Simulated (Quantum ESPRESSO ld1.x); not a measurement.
Problem. The mean radii <r> (bohr) of the occupied orbitals of an atom or ion are listed with their occupations. Calculated with ld1.x of Quantum ESPRESSO 7.5: non-relativistic Kohn-Sham, exchange-only LDA, spin-polarised, spherical densities, point nucleus.

| orbital | occ. | <r> |
|---|---|---|
| 1s up | 1 | 0.02166 |
| 1s down | 1 | 0.02166 |
| 2s up | 1 | 0.09178 |
| 2s down | 1 | 0.09178 |
| 2p up | 3 | 0.07768 |
| 2p down | 3 | 0.07768 |
| 3s down | 1 | 0.2346 |
| 3s up | 1 | 0.2346 |
| 3p down | 3 | 0.2244 |
| 3p up | 3 | 0.2244 |
| 3d down | 5 | 0.1975 |
| 3d up | 5 | 0.1975 |
| 4s down | 1 | 0.5275 |
| 4s up | 1 | 0.5275 |
| 4p down | 3 | 0.5375 |
| 4p up | 3 | 0.5375 |
| 4d down | 5 | 0.5630 |
| 4d up | 5 | 0.5630 |
| 5s up | 1 | 1.324 |
| 5s down | 1 | 1.321 |
| 5p up | 3 | 1.513 |
| 5p down | 3 | 1.503 |
| 4f up | 7 | 0.7492 |
| 4f down | 7 | 0.7451 |
| 6s up | 1 | 3.842 |

Name the element and its charge. Open shells, if any, are filled with parallel spins first.

Solution. Z = 70, ytterbium, charge +1: Yb+ in [Xe] 4f14 6s1. The 1s radius gives Z: for a bare nucleus <r> = 1.5/Z, 0.02143 bohr for Z = 70, and screening makes it slightly larger (0.02166 here). The occupations add up to 69, and the charge is Z minus that.
